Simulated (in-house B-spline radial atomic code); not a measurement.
RPA and G0W0 on CAM-B3LYP: P3+

Configuration [Ne] 3s2, mean-field start CAM-B3LYP. Computed with an all-electron radial atomic-structure program (B-spline basis): all electrons, non-relativistic, point nucleus, each spin shell either full or empty, empty states to l = 9 with an (l + 1/2)⁻⁴ tail; G0W0 by contour deformation at full frequency.

Command:
```bash
python run_gw.py task.json out
```
Settings (radii: box in bohr, nucleus in fm):
```
Z                        15
electrons                12
configuration            [Ne] 3s2
hamiltonian              nr
method                   camb3lyp
lmax                     9
spin_polarised           False
box_radius               14.14
intervals                48
ion_configuration        [Ne] 3s1
```

Time taken, with all properties: 1.2 s on 1 thread of Intel(R) Xeon(R) 6975P-C (Granite Rapids), on a shared host.

Energies (hartree):

| term | value |
| --- | --- |
| mean-field total | -339.06287 |
| Hartree-Fock functional on these orbitals | -338.55641 |
| direct second order | -0.79205 |
| second-order exchange | 0.28547 |
| SOSEX correction | 0.25934 |

Problem. What is the RPA correlation energy, and what remains with SOSEX?

Solution. RPA gives -0.70417 hartree (-1.6 eV per electron); RPA + SOSEX gives -0.44482, and the second-order doubles -0.50659 hartree (no singles). SOSEX takes back 37 % of the RPA value.

Quasi-particle levels (eV):

```tsv
level	occupied	mean field	Σx - vxc	Σc	QP weight	G0W0
3s	yes	-48.45	-1.41	?	?	?
2p	yes	-170.00	-15.60	4.13	0.910	-181.48
3p	no	-32.71	3.72	-1.52	0.954	-30.50
```

G0W0 = mean field + (Σx - vxc) + Σc, with Σc (partial-wave tail included) taken at the quasi-particle energy. Levels of low weight are left out.

Problem. Where does G0W0 put 3s?

Solution. At -51.61 eV, with Σc = -1.75 eV and a quasi-particle weight of 0.960. The tabulated removal energy is 51.444 eV (NIST, measured); the calculation leaves out relativity, Breit and QED terms, and what these don't explain is the method's own error.

Problem. What does it cost to remove one electron (to [Ne] 3s1) by differences of total energies, each species on its own start (correlation terms add to the Hartree-Fock functional)?

Solution. CAM-B3LYP 51.44 eV, Hartree-Fock functional 49.67 eV, + RPA 51.47 eV, + RPA + SOSEX 51.00 eV, + second order 51.44 eV. Tabulated: 51.444 eV (NIST, measured); the calculation leaves out relativity, Breit and QED terms, and what these don't explain is the method's own error.
